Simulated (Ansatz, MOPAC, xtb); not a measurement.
Lewis adduct: GaH3 (SMILES [GaH3]) (first 4 atoms) with NH3 (SMILES N); geometry from B3LYP-D3(BJ)/def2-TZVP, rigid monomers moved along the line of their centres of mass till Ga1···N5 is 1.96 Å.
(charge 0, multiplicity 1):
```xyz
8

Ga     0.470    -0.368     0.771
H      0.087    -1.901     0.839
H     -0.281     0.541    -0.283
H      1.929     0.056     1.214
N     -0.488     0.226     2.377
H     -1.481     0.040     2.290
H     -0.144    -0.260     3.198
H     -0.362     1.222     2.520
```

Interaction energies are E(AB) − E(A) − E(B) at the monomers' geometry in the complex; basis-set methods are counterpoise corrected.

Correlated levels freeze the cores. Filled d and f shells under p-block atoms count as core. The state that AM1, PM7 reach isn't checked; PM7 holds dispersion and hydrogen-bond terms.

Codes used: Ansatz (Gaussian orbitals); MOPAC for AM1, PM7 (differences of heats of formation); xtb for the GFN methods. 

Question: One of these levels gives -754.7 meV for the interaction energy. Which?
A. AM1
B. PM7
C. MP2/aug-cc-pVDZ
D. GFN2-xTB

Answer: C, MP2/aug-cc-pVDZ. The others give -1731.8 (AM1), -155.4 (PM7), -1230.7 (GFN2-xTB)

Ansatz is a program for electronic structure.
